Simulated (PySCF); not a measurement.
# Deuteron quadrupole couplings in `C#C[C@@H]1C[C@]2(C)CC[C@H]1S2(=O)=O`

Species: C₉H₁₂O₂S.
SMILES with atom numbers: `[CH:1]#[C:2][C@@H:3]1[CH2:4][C@:5]2([CH3:6])[CH2:7][CH2:8][C@H:9]1[S:10]2(=[O:11])=[O:12]` (hydrogens: H13 on C1; H14 on C3; H15, H16 on C4; H17, H18, H19 on C6; H20, H21 on C7; H22, H23 on C8; H24 on C9)

Cartesian coordinates in Å at the PBE0-D3(BJ)/def2-SVP level; atoms count from 1:
```xyz
24
C9H12O2S angstrom
C      3.621    0.095    0.680
C      2.437   -0.032    0.902
C      1.012   -0.181    1.155
C      0.313   -1.236    0.225
C     -0.870   -0.540   -0.452
C     -1.947   -1.436   -1.009
C     -0.342    0.557   -1.382
C      0.364    1.623   -0.492
C      0.237    1.137    0.947
S     -1.466    0.492    0.943
O     -1.738   -0.319    2.131
O     -2.430    1.494    0.491
H      4.673    0.205    0.492
H      0.871   -0.490    2.202
H     -0.031   -2.091    0.823
H      1.011   -1.609   -0.539
H     -2.321   -2.122   -0.234
H     -1.556   -2.037   -1.845
H     -2.791   -0.836   -1.380
H     -1.175    1.007   -1.938
H      0.350    0.111   -2.113
H      1.427    1.737   -0.748
H     -0.121    2.602   -0.600
H      0.401    1.890    1.727
```

Level: PBE0/pcSseg-1 (PySCF, non-relativistic); Q(2H) = 0.00286 b; rigid geometry, the same for H and D, with no vibrational averaging.

**Question.** Rank these positions by the coupling χzz of a deuteron there, largest first.
A. H21 (methylene hydrogen)
B. H13 (alkyne hydrogen)
C. H14 (methine hydrogen)

**Answer.** B (230 kHz), A (194 kHz), C (187 kHz).

**Question.** Tabulate Vzz, the asymmetry η and χzz = 234.96 MHz × Q × Vzz for every hydrogen position.

**Answer.** 
```tsv
atom	bonded to	bond length (Å)	Vzz (au)	η	χzz (kHz)
H13	C1	1.074	0.3428	0.00	230
H14	C3	1.101	0.2776	0.01	187
H15	C4	1.098	0.2878	0.03	193
H16	C4	1.100	0.2870	0.02	193
H17	C6	1.100	0.2875	0.03	193
H18	C6	1.101	0.2913	0.03	196
H19	C6	1.100	0.2874	0.03	193
H20	C7	1.099	0.2874	0.03	193
H21	C7	1.101	0.2883	0.02	194
H22	C8	1.099	0.2858	0.02	192
H23	C8	1.098	0.2891	0.03	194
H24	C9	1.097	0.2920	0.00	196
```

**Question.** How does χzz go with the bond length over the 12 C–H bonds?

**Answer.** A straight-line fit has a slope of -14.6 kHz for each 0.01 Å, with a correlation coefficient of -0.98, over lengths from 1.074 to 1.101 Å. The longer bonds have the smaller couplings here.

**Question.** A static deuteron (I = 1) shows a doublet split by (3/2)χ, (3/4)χ(1 + η) and (3/4)χ(1 − η) with the field along z, y and x of the gradient. What are these for H23?

**Answer.** With |χ| = 194.3 kHz and η = 0.033: 291, 151 and 141 kHz, to first order and without motion.

Geometry: PBE0-D3(BJ)/def2-SVP; no solvent, vibrations or thermal averaging. A larger basis could move these couplings by a tenth or more.

These values come from a run that also computed NMR shieldings. The run took 3.3 min wall, 6.6 min CPU (with the writing of density and orbital grids) on an Intel Xeon at 2.50 GHz with 2 threads, no GPU, on a shared host, and the process peaked at 2.0 GiB of memory.
